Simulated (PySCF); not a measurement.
# [Cs3]+ at several levels of theory

Computed with PySCF 2.14.0 (density fitting, no spin-orbit coupling) at the geometry relaxed with r2SCAN:

```xyz
3
[Cs3]+ (singlet)
Cs    3.1023    0.0000    0.0000
Cs   -1.5511    2.6867    0.0000
Cs   -1.5512   -2.6867    0.0000
```

```
 level                    basis    state  HOMO (eV)  gap (eV)  charge on Cs1 (e)  dipole about the centre of mass (D)  largest force component (eV/Å)
r2SCAN   Cs def2-SVP with ECP46  singlet      -5.04      1.16               0.33                                 0.00                            0.00
 TPSSh                 the same  singlet      -5.21      1.34               0.33                                 0.00                            0.01
  BP86                 the same  singlet      -5.29      0.99               0.33                                 0.01                            0.04
    HF                 the same  singlet      -5.93      3.62               0.33                                 0.00                            0.09
r2SCAN  Cs def2-TZVP with ECP46  singlet      -5.03      1.12               0.33                                 0.00                            0.01
r2SCAN            Cs x2c-SVPall  singlet      -5.00      1.15               0.33                                 0.00                            0.03
```

Charges are Mulliken's, which hang on the basis. The relaxation used the grid (50, 194), these runs (75, 302) or, all-electron (x2c bases, spin-free X2C Hamiltonian), (99, 590).

Q: What does revPBE with Cs def2-SVP with ECP46 give here?

A: state singlet, HOMO (eV) -5.14, gap (eV) 0.98, charge on Cs1 (e) 0.33, dipole about the centre of mass (D) 0.00, largest force component (eV/Å) 0.00. Time: 1.4 s on 2 threads of Arm Neoverse V1, with other jobs on the host, from an already converged density.

In the first row's basis the gap widens with exact exchange: 1.0 to 1.2 eV for revPBE, BP86, r2SCAN (none); 1.3 eV for TPSSh (a fixed share); 3.6 eV for Hartree–Fock (rising or full at long range).

No frequency check is given that shows the relaxed geometry to be a minimum.

Small gap, closed shell not tested for a spin-broken solution: revPBE, TPSSh, BP86.
